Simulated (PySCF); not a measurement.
Nuclear quadrupole coupling in `C[C@@H](F)[SiH2]N(C)C`

Species: C4H12FNSi.
Cartesian coordinates in Å at the GFN2-xTB level; atoms count from 1:
```xyz
19
C4H12FNSi angstrom
C      2.2485    0.6379   -0.5661
C      1.8279   -0.4839    0.3656
F      1.8084    0.0060    1.6744
Si     0.1286   -1.2789   -0.0482
N     -1.0298   -0.0268   -0.2309
C     -2.2550   -0.2631   -0.9555
C     -1.1636    1.0596    0.7153
H      3.1955    1.0697   -0.2455
H      1.4959    1.4218   -0.5810
H      2.3617    0.2413   -1.5709
H      2.6008   -1.2603    0.3802
H     -0.1275   -2.2836    0.9977
H      0.2398   -1.9148   -1.3636
H     -2.1005   -1.0434   -1.6948
H     -2.5643    0.6530   -1.4655
H     -3.0673   -0.5734   -0.2885
H     -1.9715    0.8683    1.4306
H     -0.2420    1.1930    1.2720
H     -1.3955    1.9868    0.1825
```

Field gradients from the PBE0/pcSseg-1 density (PySCF, non-relativistic), principal values in atomic units, ordered |Vxx| ≤ |Vyy| ≤ |Vzz|:

```csv
atom,Vxx,Vyy,Vzz
N5,0.3705,0.7520,-1.1225
```

Q: Find the asymmetry η = (Vxx − Vyy)/Vzz and the couplings χ = eQV/h (234.96 MHz × Q in barn × V in au), with Q(14N) = 0.02044 b.

A: 
```
atom             environment  nucleus     η  χzz (MHz)  χxx (MHz)  χyy (MHz)
  N5  silicon-bound nitrogen      14N  0.34      -5.39       1.78       3.61
```

Q: What is Vzz at N5 in SI units (1 au = 9.71736 × 10²¹ V/m²)?

A: -1.1225 au = -10.908 × 10²¹ V/m².

Q: And the gradient at the other heavy atoms, for which no coupling is worked out here?

A: 
```json
{"atom": "C1", "environment": "methyl carbon", "Vzz (au)": "0.071", "η": "0.48"}
{"atom": "C2", "environment": "sp3 C–F carbon", "Vzz (au)": "0.589", "η": "0.26"}
{"atom": "F3", "environment": "alkyl fluorine", "Vzz (au)": "3.038", "η": "0.01"}
{"atom": "Si4", "environment": "SiH2 silicon", "Vzz (au)": "-0.190", "η": "0.93"}
{"atom": "C6", "environment": "N-methyl carbon", "Vzz (au)": "0.229", "η": "0.06"}
{"atom": "C7", "environment": "N-methyl carbon", "Vzz (au)": "0.249", "η": "0.19"}
```

Q: What couplings would deuterons (Q(2H) = 0.00286 b) have in place of the hydrogens, at this geometry?

A: 
```csv
atom,bonded to,bond length (Å),Vzz (au),η,χzz (kHz)
H8,C1,1.089,0.3117,0.02,209
H9,C1,1.087,0.3141,0.03,211
H10,C1,1.086,0.3168,0.03,213
H11,C2,1.096,0.2916,0.08,196
H12,Si4,1.473,0.1536,0.02,103
H13,Si4,1.465,0.1596,0.05,107
H14,C6,1.086,0.3125,0.07,210
H15,C6,1.093,0.3005,0.06,202
H16,C6,1.096,0.2948,0.05,198
H17,C7,1.096,0.2958,0.06,199
H18,C7,1.085,0.3064,0.07,206
H19,C7,1.094,0.2994,0.05,201
```

Isolated species at its GFN2-xTB geometry (one conformer only). GFN2-xTB bond lengths can be off by several hundredths of an ångström, more for odd bonds, and the gradients follow them. The small basis limits the accuracy of the gradients.
